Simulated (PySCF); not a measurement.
C₂Cl₃F. Atoms are numbered in the order given.

```xyz
6

F      1.9028    -0.6958     0.0000
C      0.5808    -0.6544     0.0000
Cl    -0.1657    -2.1995     0.0000
C     -0.0832     0.5157     0.0000
Cl    -1.8047     0.6075     0.0000
Cl     0.7874     2.0093     0.0000
```
Charge 0, spin multiplicity 1.

Geometry optimised at B3LYP-D3(BJ)/def2-SVP.

Level of theory: B3LYP-D3(BJ)/def2-SVP (PySCF).

Frequencies are harmonic and unscaled.

Computed vibrational spectrum:
```tsv
mode	ν (cm⁻¹)	IR (km/mol)	moving atoms (share of kinetic energy)
1	121	0.1	Cl 58 %, F 39 %
2	173	1.3	Cl 83 %, F 11 %
3	253	0.2	Cl 78 %, F 18 %
4	313	0.0	C 82 %, F 9 %, Cl 9 %
5	364	0.2	Cl 71 %, F 19 %, C 11 %
6	406	0.8	Cl 57 %, F 41 %
7	525	0.2	Cl 54 %, F 33 %, C 13 %
8	547	1.2	C 95 %
9	850	146.0	C 75 %, Cl 20 %
10	974	115.7	C 85 %, Cl 9 %
11	1218	131.0	C 72 %, F 27 %
12	1709	38.7	C 98 %
```
